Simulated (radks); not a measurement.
Rb2.75+, configuration [Ar] 3d10 4s2 4p(up 2.25, down 2) (fractional occupations, a model configuration).

Method: scalar-relativistic Kohn-Sham, r2SCAN, spin-polarised, spherical densities, finite nucleus; meta-GGA in the generalised Kohn-Sham scheme; Fermi nuclear charge, rms radius 4.2036 fm; computed with a radial shooting solver on a logarithmic mesh with Libxc functionals.

Energy parts (eV):
part                       energy
total                  -81074.275
kinetic                 83037.991
electron-nucleus      -194329.747
Hartree                 32942.493
exchange-correlation    -2725.013

Orbitals (lengths in bohr, moments of r in powers of bohr; r(max) is where P^2 peaks; r(90%) holds 90 % of the orbital's charge):
\begin{tabular}{lrrrrr}
orbital & occ. & eigenvalue (eV) & <r> & r(90%) & r(max) \\ \hline
1s up & 1 & -15103.31 & 0.04030 & 0.0721 & 0.02629 \\
1s down & 1 & -15103.27 & 0.04030 & 0.0721 & 0.02629 \\
2s up & 1 & -2055.465 & 0.1777 & 0.275 & 0.1494 \\
2s down & 1 & -2055.457 & 0.1777 & 0.275 & 0.1494 \\
2p up & 3 & -1823.555 & 0.1551 & 0.253 & 0.1197 \\
2p down & 3 & -1823.525 & 0.1551 & 0.253 & 0.1197 \\
3s up & 1 & -336.5532 & 0.5091 & 0.755 & 0.4501 \\
3s down & 1 & -336.5199 & 0.5091 & 0.755 & 0.4501 \\
3p up & 3 & -261.2803 & 0.5176 & 0.787 & 0.4461 \\
3p down & 3 & -261.2393 & 0.5176 & 0.786 & 0.4461 \\
3d up & 5 & -137.2677 & 0.5240 & 0.852 & 0.3944 \\
3d down & 5 & -137.2157 & 0.5238 & 0.851 & 0.3944 \\
4s up & 1 & -61.7736 & 1.405 & 2.05 & 1.242 \\
4s down & 1 & -61.4191 & 1.406 & 2.05 & 1.242 \\
4p up & 2.25 & -44.0418 & 1.584 & 2.34 & 1.378 \\
4p down & 2 & -43.7031 & 1.586 & 2.34 & 1.378 \\
\end{tabular}

The highest occupied level is 4p down at -43.703 eV. The electron density at the nucleus is 5.576e+04 e/bohr^3 (large components only).
